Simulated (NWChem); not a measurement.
Molecule: C₂H₄OS; SMILES SCC=O

```xyz
8

O     -0.3943     2.1210    -0.1346
C     -0.2304     1.0316     0.3386
C      0.8595     0.0781    -0.0860
S      0.1796    -1.5453    -0.5509
H     -0.9051     0.6342     1.1427
H      1.6048    -0.0362     0.7178
H      1.3659     0.4875    -0.9718
H     -0.0411    -1.9911     0.7050
```
Atoms are numbered in this order, from 1.

Level: PBE0/def2-SVP (NWChem), optimised geometry, unscaled harmonic frequencies. 

```tsv
frequency (cm⁻¹)	IR intensity (km/mol)
69	4.8
189	23.6
287	7.2
466	11.7
716	1.7
759	5.3
901	2.3
1034	3.0
1087	36.4
1192	7.3
1238	6.2
1408	3.8
1414	13.4
1890	202.4
2712	2.0
2912	91.0
3086	3.6
3173	0.1
```

The zero-point energy is 35.1 kcal/mol and the thermal correction to the enthalpy at 298.15 K (with zero-point energy) is 38.9 kcal/mol. The heat capacity Cv comes out as 16.1 cal/(mol K) and the entropy at 298.15 K and 1 atm (symmetry number 1) comes out as 73.5 cal/(mol K). The dipole moment is 2.66 D.

Rigid rotor and harmonic oscillator; modes under 100 cm⁻¹ make the entropy uncertain.
